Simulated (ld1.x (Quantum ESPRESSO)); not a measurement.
**silicon: one change to a TM potential, before and after**

```
Element                 : silicon
Generator               : ld1.x (Quantum ESPRESSO) 7.5
Type                    : norm-conserving Troullier–Martins (Kleinman–Bylander form)
Functional              : LDA (PZ)
Relativity              : non-relativistic
Frozen core             : [Ne]
Valence charge          : 4
Reference configuration : 3s2 3p2
Partial waves           : 3s (bound): rc 1.35 bohr; 3p (bound): rc 1.50 bohr; 3d channel at 0.25 Ry: rc 1.65 bohr
Local potential         : the d channel
Core correction         : a·sin(br)/r model core, default radius (core density twice the valence density)
```

Change: all radii but the core radius scaled by about 1.33 (s 1.80, p 2.00, d 2.20 bohr).

Cutoffs: the cutoffs (Ry, on a coarse ladder) from which the occupation-weighted sum of valence levels, in a spherical-Bessel basis at the reference potential, stays within 10 and 1 mRy of its value at 400 Ry; they do not see the model core or the augmentation charge, which bear on the density cutoff. Errors are all-electron minus pseudo energies relative to the spin-unpolarised reference configuration.

Q: What does the change do?

A: The potential gets softer (40 Ry and 80 Ry → 15 Ry and 40 Ry); of the 9 tests that both files solve, the error grows in 2 and shrinks in 5 by more than 15 % and 0.3 meV (median size 5.4 → 5.1 meV); neither file shows a bound ghost. A larger radius leaves more room for a smooth pseudo-wave, so fewer plane waves are needed.

```tsv
quantity	base	changed
cutoff, loose	40 Ry	15 Ry
cutoff, tight	80 Ry	40 Ry
loose cutoff by channel (10 mRy a level)	s 25 Ry, p 6 Ry	s 12 Ry, p 6 Ry
bound ghosts	none	none
error for 3s2 3p1, meV [ΔE 7.84 eV]	+5.4	+3.5
error for 3s2 3p0, meV [ΔE 23.97 eV]	+37	+27
error for 3s1 3p0, meV [ΔE 58.04 eV]	+113	+85
error for 3s2 3p1.5, meV [ΔE 2.97 eV]	+1.0	+0.6
error for 3s0 3p4, meV [ΔE 13.66 eV]	+1.9	-4.7
error for 3s1 3p2, meV [ΔE 15.19 eV]	+11	+5.1
error for 3s2 3p2.3, meV [ΔE -0.96 eV]	+0.1	+0.1
error for 3s2 3p2 (spin-polarised), meV [ΔE -0.61 eV]	+4.1	+6.9
error for 3s2 3p1 (spin-polarised), meV [ΔE 7.64 eV]	+6.7	+6.1
```
